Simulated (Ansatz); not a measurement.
SnH3(nBu) (C4H12Sn), relaxed as a singlet with RKS B3LYP-D4/def2-SVP in Ansatz, starting from the GFN2-xTB geometry. Force threshold 0.02 eV/Å.

In the def2 sets Sn takes a core potential; there is no spin–orbit coupling. Another isomer (singlet) lies 0.81 eV lower at PBE0-D4/def2-TZVP; other spin states weren't run for this one.

Start:

| atom | x (Å) | y (Å) | z (Å) |
| --- | --- | --- | --- |
| C1 | 0.704 | -0.262 | -0.549 |
| C2 | -0.087 | 0.660 | 0.361 |
| C3 | -1.572 | 0.710 | -0.001 |
| C4 | -2.298 | -0.607 | 0.245 |
| Sn5 | 2.830 | -0.242 | -0.138 |
| H6 | 3.687 | -1.264 | -1.134 |
| H7 | 3.485 | 1.273 | -0.336 |
| H8 | 3.179 | -0.691 | 1.423 |
| H9 | 0.553 | 0.026 | -1.589 |
| H10 | 0.357 | -1.287 | -0.445 |
| H11 | 0.016 | 0.335 | 1.398 |
| H12 | 0.317 | 1.673 | 0.293 |
| H13 | -2.044 | 1.491 | 0.600 |
| H14 | -1.676 | 0.994 | -1.051 |
| H15 | -3.364 | -0.488 | 0.064 |
| H16 | -1.930 | -1.389 | -0.415 |
| H17 | -2.159 | -0.931 | 1.275 |

Problem. Estimate the energy that the relaxation releases and the steps that it takes.

Solution. 0.14 eV, in 5 steps; 13 s on 4 threads of Arm Neoverse V1 on a shared host. No frequencies were taken in this run, so the end may be a saddle point.

Problem. Does the start keep its bonding?

Solution. By distances, no bond broke or formed. The bond that changes most is Sn5–H8, from 1.66 to 1.72 Å (atoms count from 1).

Problem. Predict the relaxed structure.

Solution. 
| atom | x (Å) | y (Å) | z (Å) |
| --- | --- | --- | --- |
| C1 | 0.729 | -0.264 | -0.559 |
| C2 | -0.084 | 0.673 | 0.341 |
| C3 | -1.586 | 0.712 | 0.017 |
| C4 | -2.318 | -0.609 | 0.250 |
| Sn5 | 2.865 | -0.247 | -0.133 |
| H6 | 3.706 | -1.317 | -1.190 |
| H7 | 3.491 | 1.347 | -0.340 |
| H8 | 3.145 | -0.738 | 1.495 |
| H9 | 0.609 | 0.011 | -1.621 |
| H10 | 0.396 | -1.309 | -0.461 |
| H11 | 0.045 | 0.381 | 1.399 |
| H12 | 0.317 | 1.700 | 0.262 |
| H13 | -2.056 | 1.499 | 0.634 |
| H14 | -1.720 | 1.031 | -1.033 |
| H15 | -3.397 | -0.509 | 0.050 |
| H16 | -1.939 | -1.411 | -0.403 |
| H17 | -2.204 | -0.950 | 1.293 |
Bond lengths: 3 × C–C 1.53 to 1.54 Å; 1 × C–Sn 2.18 Å; 9 × C–H 1.10 to 1.11 Å; 3 × H–Sn 1.72 Å.
